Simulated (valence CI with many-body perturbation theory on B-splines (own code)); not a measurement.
Zn XXVI: one-electron terms

Computed by relativistic CI+MBPT: three valence electrons over a frozen Dirac-Fock core [He], radial functions for each j: 11 s, 11 p, 9 d, 7 f, 5 g, 2 h, 1 i, with the one-electron correlation potential Σ1, the two-electron term Σ2, the three-electron term Σ3, Breit, model QED; selected CI, second order for the rest (own B-spline code, finite nucleus).

No measured spectrum was set against this ion. As an estimate, levels of excited configurations hold to 0.05 to 0.15 % of their energy, terms of the ground configuration to about 0.5 %.

These are the spectroscopic orbitals of the CI (the correlating ones are not listed), shaped by the core and the other valence electrons. h is the expectation value of the core's Dirac-Fock operator, without the valence repulsion; Σ1 is computed up to l = 3 at one energy for each symmetry, that of its lowest orbital but kept below the first core excitation, so for empty shells it is not the orbital's own correlation shift; Breit and QED include the response of the core.

```
Orbital  h (hartree)  Σ1 (cm⁻¹)  Breit (cm⁻¹)  QED (cm⁻¹)  ⟨r⟩ (bohr)
  2s1/2      -102.24      -1236          6656        5936      0.2096
  3s1/2      -44.809       -296          1862        1712      0.4840
  4s1/2      -25.003       -113           744         694      0.8772
  5s1/2      -15.924      -55.8           373         349       1.384
  2p1/2      -100.11      -2787         12980        -318      0.1782
  3p1/2      -44.196       -607          3545       -94.1      0.4577
  4p1/2       -24.75       -231          1432       -38.8      0.8546
  5p1/2      -15.796       -113           719       -19.7       1.365
  2p3/2      -98.992      -2579          5602         201      0.1809
  3p3/2      -43.865       -562          1494        52.5      0.4616
  4p3/2      -24.611       -214           620        21.1      0.8597
  5p3/2      -15.725       -105           311        10.6       1.372
  3d3/2        -43.6       -248           116       -21.1      0.3941
  4d3/2      -24.498       -104          63.0        -8.2      0.7954
  5d3/2      -15.668      -53.5          34.4        -4.1       1.311
  3d5/2      -43.498       -241          36.3        27.1      0.3955
  4d5/2      -24.456       -101          19.5        11.9      0.7971
  5d5/2      -15.646      -51.9          10.3         6.2       1.313
  4f5/2      -24.421      -20.7           0.6        -5.2      0.6891
  5f5/2       -15.63      -11.7           0.5        -2.6       1.207
  4f7/2        -24.4      -20.5           0.2         4.3      0.6900
  5f7/2      -15.619      -11.5           0.1         2.2       1.208
  5g7/2      -15.613                      0.0        -1.6       1.056
  5g9/2      -15.607                      0.0         1.3       1.057
```

Among the shells of the start configuration 2s2 2p1, Σ1 is largest in size for 2p1/2, where it is 0.013 % of h.

Lowest root of each symmetry, sizes in configuration state functions:

```
  J  Parity  Roots  Reference  Variational  Second order  Change by selected CI (cm⁻¹)  Change by second order (cm⁻¹)
1/2    even     14         50         9305          9818                         -5162                              0
3/2    even     18         70        14859         27749                         -4383                             -1
5/2    even     13         66        16119         25511                         -5166                             -1
7/2    even      4         41        11229         32437                         -6825                             -4
9/2    even      2         23         6704         26056                        -10083                             -3
1/2     odd     15         48         9361         18931                         -8093                              0
3/2     odd     22         72        15383         35349                         -8000                             -1
5/2     odd     14         62        16287         40506                        -13784                             -1
7/2     odd      6         43        12026         39867                         -8292                             -2
9/2     odd      2         20         7256         21732                         -7159                             -3
```
